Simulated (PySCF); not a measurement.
**Correlation energy of Ne²⁺ (neon, charge +2)**

[He] 2s1 2p4 3s1, high-spin 5P determinant (an excited configuration). Computed with PySCF 2.14 in aug-cc-pCVTZ-DK with one added diffuse shell each of s, p, d, f type (8s7p5d3f, 75 functions), with scalar relativity by spin-free X2C-1e. Frozen: 1s2; 6 electrons correlated.

```
  level  correlation energy (mhartree)
   CCSD                        -132.76
    (T)                         -11.01
CCSD(T)                        -143.77
```

Diagnostics: T1 = 0.0093, D1 = 0.0310, largest double amplitude 0.338.

The outer electron is Rydberg-like, and this basis confines it to a smaller radius and binds it less than a complete one would. A double-excitation amplitude exceeds 0.15, a sign of near-degeneracy.

Cost of the coupled-cluster step: of the order of 40 core-seconds, for 6 correlated electrons.
